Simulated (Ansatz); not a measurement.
Consider the formal exchange of groups at the Si–Si bond: `N=C(O)[SiH2][SiH3]` + `[Cl][AlH][Cl]` → `[SiH3][Al]([Cl])[Cl]` + `N=C(O)[SiH3]`.

Isolated molecules relaxed with PBE0-D4/def2-TZVP in Ansatz; ΔE leaves out vibrations. CBS: MP2 limit from def2 TZ/QZ plus the TZ coupled-cluster correction, frozen cores. This one scheme is used for every species. Functionals use def2-TZVPP. B3LYP here is the variant with VWN-RPA as its local correlation; programs differ in this. Each species was taken in one conformer, which may not be the lowest.

`N=C(O)[SiH2][SiH3]`:

```xyz
12

N     1.185    0.458   -2.144
C     0.820   -0.233   -1.149
O     0.479   -1.524   -1.330
Si    0.639    0.319    0.664
Si   -1.578    0.046    1.361
H     1.415    1.410   -1.879
H     0.593   -1.712   -2.275
H     1.559   -0.485    1.511
H     1.055    1.746    0.705
H    -2.485    0.777    0.437
H    -1.935   -1.395    1.365
H    -1.746    0.594    2.734
```

`[Cl][AlH][Cl]`:

```xyz
4

Cl   -1.764   -0.110   -0.961
Al    0.091    0.104   -0.041
Cl    0.592   -1.224    1.483
H     1.081    1.230   -0.481
```

`[SiH3][Al]([Cl])[Cl]`:

```xyz
7

Si    0.241   -1.043   -0.378
Al   -0.281    1.198    0.412
Cl    0.142    1.763    2.380
Cl   -1.165    2.637   -0.819
H    -0.142   -1.211   -1.804
H     1.699   -1.300   -0.233
H    -0.494   -2.044    0.443
```

`N=C(O)[SiH3]`:

Cartesian coordinates in Å:
```
N 0.073 -0.278 -1.696
C 0.421 0.028 -0.519
O 1.686 0.426 -0.284
Si -0.647 0.003 1.054
H -0.901 -0.561 -1.742
H 2.147 0.405 -1.138
H -2.003 -0.436 0.642
H -0.073 -0.949 2.036
H -0.703 1.362 1.647
```

(1) Is it downhill or uphill in electronic energy at CCSD(T)/CBS, and by how much? (Estimate.)

(2) What do these levels give: r2SCAN-D4, ωB97M-V, B2PLYP, PBE, PBE0, B3LYP, MP2/def2-TZVPP, SCS-MP2/def2-TZVPP, CCSD(T)/def2-TZVPP, MP2/def2-QZVPP, HF/CBS(def2), CCSD/CBS(def2)? (Estimate.)

Largest T1 diagnostic among the species: 0.015.

Results:

(1) Computed: Downhill: ΔE = -0.08 eV.

(2) Computed: r2SCAN-D4 -0.06, ωB97M-V -0.06, B2PLYP -0.09, PBE -0.10, PBE0 -0.09, B3LYP -0.10, MP2/def2-TZVPP -0.07, SCS-MP2/def2-TZVPP -0.08, CCSD(T)/def2-TZVPP -0.09, MP2/def2-QZVPP -0.07, HF/CBS(def2) -0.10, CCSD/CBS(def2) -0.08 eV.
